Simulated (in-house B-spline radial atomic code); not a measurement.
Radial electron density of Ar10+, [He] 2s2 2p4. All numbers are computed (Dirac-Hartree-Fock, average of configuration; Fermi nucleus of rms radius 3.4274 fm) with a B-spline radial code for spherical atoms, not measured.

Columns: r (bohr), 4πr²n(r) (electrons per bohr), bar.

```
 0.00321   0.4692 #
 0.00373   0.6201 #
 0.00434   0.8192 ##
 0.00505    1.078 ##
 0.00587    1.411 ###
 0.00683    1.841 ####
 0.00795    2.389 #####
 0.00925    3.078 #######
  0.0108    3.959 ########
  0.0125    4.976 ###########
  0.0146    6.279 #############
   0.017     7.79 ################
  0.0197    9.472 ####################
  0.0229    11.38 ########################
  0.0267    13.47 #############################
  0.0311    15.58 #################################
  0.0361    17.53 #####################################
   0.042     19.2 #########################################
  0.0489    20.36 ###########################################
  0.0569    20.79 ############################################
  0.0662    20.39 ###########################################
   0.077    19.17 #########################################
  0.0896    17.31 #####################################
   0.104    15.22 ################################
   0.121    13.36 ############################
   0.141    12.24 ##########################
   0.164    12.19 ##########################
   0.191    13.18 ############################
   0.222    14.69 ###############################
   0.259    16.02 ##################################
   0.301    16.32 ###################################
    0.35    15.14 ################################
   0.407    12.56 ###########################
   0.474     9.12 ###################
   0.551    5.735 ############
   0.641    3.038 ######
   0.746    1.322 ###
   0.868   0.4599 #
    1.01   0.1234 
    1.18  0.02336 
    1.37 0.003349
```

On this grid the curve has 2 maxima, near 0.0569, 0.301 bohr.

The 2p1/2 radial function P(r) = rR(r), positive near the nucleus, with its small component Q(r) (sign convention: Q ≈ (P' + κP/r)/2c):

| r (bohr) | P | Q |
| --- | --- | --- |
| 0.00276 | 0.001932 | 0.006015 |
| 0.00373 | 0.003301 | 0.008014 |
| 0.00505 | 0.005711 | 0.01065 |
| 0.00683 | 0.009921 | 0.01407 |
| 0.00925 | 0.01732 | 0.01846 |
| 0.0125 | 0.03007 | 0.02393 |
| 0.017 | 0.05253 | 0.03077 |
| 0.0229 | 0.08932 | 0.03855 |
| 0.0311 | 0.1517 | 0.04739 |
| 0.042 | 0.2497 | 0.05617 |
| 0.0569 | 0.4009 | 0.06378 |
| 0.077 | 0.6168 | 0.06817 |
| 0.104 | 0.8971 | 0.06716 |
| 0.141 | 1.22 | 0.05895 |
| 0.191 | 1.51 | 0.04369 |
| 0.259 | 1.652 | 0.02448 |
| 0.35 | 1.54 | 0.007291 |
| 0.474 | 1.164 | -0.003039 |
| 0.641 | 0.6676 | -0.005301 |
| 0.868 | 0.2628 | -0.003125 |
| 1.18 | 0.06084 | -0.0009038 |
